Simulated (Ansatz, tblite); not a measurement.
Removing an electron: cyclo-(H2GeO)2 (Ge2O2H4). Charge 0, multiplicity 1. Geometry: PBE-D4/def2-SVP. Ansatz, gas phase; energy differences of separate SCF runs; the oxidised species was run as a doublet alone.

```xyz
8

Ge    0.038    1.055   -0.774
H     0.500    2.453   -0.282
H    -0.375    1.027   -2.270
O     1.207   -0.284   -0.328
Ge   -0.038   -1.055    0.774
H     0.375   -1.026    2.270
H    -0.500   -2.453    0.283
O    -1.208    0.284    0.328
```

The xTB rows come from tblite.

```
            level  −HOMO (eV)  vertical IE (eV)  −LUMO (eV)  HOMO–LUMO gap (eV)
         GFN1-xTB       12.21             14.88        6.80                5.41
 PBE-D4/def2-TZVP        6.68              9.63        1.78                4.90
PBE0-D4/def2-TZVP        8.14             10.16        0.90                7.25
```

(1) Estimate the rows for GFN2-xTB, r2SCAN-D4/def2-TZVP.

Answers

(1) 
```tsv
level	−HOMO (eV)	vertical IE (eV)	−LUMO (eV)	HOMO–LUMO gap (eV)
GFN2-xTB	11.89	14.63	5.45	6.44
r2SCAN-D4/def2-TZVP	7.02	9.85	1.47	5.55
```

  Raw xTB energy differences between charge states are shifted by several eV; the methods need an empirical correction for them.
